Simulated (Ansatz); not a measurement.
Geometry optimisation, Ansatz 0.2.0, RKS r2SCAN-D4/def2-SVP.

The input (input.yaml):

```yaml
crystal:
  periodic: [false, false, false]
  atoms:
    - { symbol: Mg, position_ang: [-1.29419, -0.215692, 0.596] }
    - { symbol: C, position_ang: [2.161273, 0.006412, 0.355773] }
    - { symbol: C, position_ang: [1.184093, -0.196479, -0.796503] }
    - { symbol: C, position_ang: [-2.614369, 0.815731, -0.653435] }
    - { symbol: H, position_ang: [1.694218, -0.243712, 1.305454] }
    - { symbol: O, position_ang: [-0.272048, -1.067243, 2.090162] }
    - { symbol: H, position_ang: [3.03847, -0.648163, 0.235049] }
    - { symbol: H, position_ang: [2.527788, 1.044493, 0.387077] }
    - { symbol: H, position_ang: [0.745157, -1.211617, -0.782841] }
    - { symbol: H, position_ang: [0.367486, 0.556163, -0.799518] }
    - { symbol: H, position_ang: [1.655782, -0.078595, -1.785992] }
    - { symbol: H, position_ang: [-2.704341, 0.347735, -1.650357] }
    - { symbol: H, position_ang: [-2.274769, 1.853607, -0.828492] }
    - { symbol: H, position_ang: [-3.637219, 0.887804, -0.243639] }
    - { symbol: H, position_ang: [-0.577233, -1.850443, 2.571361] }
basis:
  gaussian: { orbitals: def2-SVP }
hamiltonian:
  xc: r2scan
  dispersion: d4
relax:
  f_tol: 0.03
  max_steps: 50
```

Run as:

```bash
$ ansatz run input.yaml --threads 4 --pin off --max-ram 5120MiB --backend cpu --events-out ev --progress --plain --runs-dir out
```

Question: Where does it end, and by what steps?

Answer: The forces met the threshold. The force dipped under the threshold on the way, but the program's further checks kept it going. After 17 steps the energy has fallen by 0.298 eV; H10 moved furthest, 0.82 Å.

| step | energy less start (eV) | largest force component (eV/Å) | accepted |
| --- | --- | --- | --- |
| 0 | 0.0000 | 1.556 | yes |
| 1 | -0.1598 | 1.227 | yes |
| 2 | -0.1759 | 1.733 | yes |
| 3 | -0.2414 | 1.064 | yes |
| 4 | -0.2576 | 0.257 | yes |
| 5 | -0.2732 | 0.270 | yes |
| 6 | -0.2838 | 0.052 | yes |
| 7 | -0.2887 | 0.048 | yes |
| 8 | -0.2853 | 0.677 | no |
| 9 | -0.2803 | 0.377 | no |
| 10 | -0.2904 | 0.025 | yes |
| 11 | -0.2931 | 0.101 | yes |
| 12 | -0.2941 | 0.166 | yes |
| 13 | -0.2956 | 0.210 | yes |
| 14 | -0.2967 | 0.205 | yes |
| 15 | -0.2974 | 0.141 | yes |
| 16 | -0.2977 | 0.061 | yes |
| 17 | -0.2978 | 0.008 | yes |

```xyz
15
Properties=species:S:1:pos:R:3
Mg -1.382 -0.168 0.641
C 2.315 -0.299 0.258
C 1.158 0.156 -0.617
C -2.700 0.584 -0.797
H 1.930 -0.676 1.218
O -0.454 -0.852 2.024
H 2.888 -1.102 -0.231
H 3.008 0.532 0.459
H 0.470 -0.683 -0.839
H 0.598 0.985 -0.142
H 1.478 0.542 -1.598
H -2.545 0.116 -1.786
H -2.573 1.672 -0.948
H -3.763 0.429 -0.541
H -0.427 -1.236 2.899
```

Run time: 77 s on 4 threads of Arm Neoverse N1, on a shared host, peak memory 0.2 GiB.
